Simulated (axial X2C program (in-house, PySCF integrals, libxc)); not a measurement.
**Potential curves of TiSe⁺, 2c**

All values were computed with an in-house all-electron X2C program for linear molecules (integrals from PySCF). Two-component (2c) means X2C with spin–orbit coupling and atomic mean-field two-electron Coulomb and Gaunt terms. Basis: Se dyall-cv3z [8s9p6d4f1g], Ti dyall-cv3z [10s10p6d4f2g] (cores contracted in-house); Gaussian nuclei, density fitting, unrestricted open shells. Masses: Se 79.917 u, Ti 47.948 u.

State: Ω = 3/2 (⟨Sz⟩ = -0.50, ⟨Lz⟩ = 2.00 at BP86). Energies in kJ/mol from the lowest point of each curve. Fits are polynomials in 1 − R0/R over 0.85 to 1.23 times the lowest point R0.

```tsv
R (Å)	BP86	PBE0
1.8949	128.00	118.76
1.9820	54.19	47.62
2.0473	22.16	17.96
2.1127	5.25	3.41
2.1780	0.00	0.00
2.2542	4.76	5.41
2.3305	17.71	17.09
2.4285	41.54	37.31
2.5483	75.56	65.98
2.7225	126.36	109.56
```

Occupations by symmetry block were frozen at the best pattern of an incomplete PBE0 search. Density functionals use the spin component along the axis (collinear). The functionals have no current-density term, which raises determinants with orbital currents, atoms included. The determinant is spin-polarised beyond a pure state at some levels (its spin-free form has ⟨S²⟩ too high), which makes Re and μ there less reliable.

(1) Fit the BP86 curve near its minimum: give the equilibrium distance and the harmonic wavenumber.

(2) What are Re and ωe at the PBE0 level?

Answers

(1) At BP86, 2c: Re = 2.181 Å, ωe ≈ 435 cm⁻¹; Be follows as 0.118 cm⁻¹.

(2) At PBE0, 2c: Re = 2.171 Å, ωe ≈ 416 cm⁻¹; Be follows as 0.119 cm⁻¹.
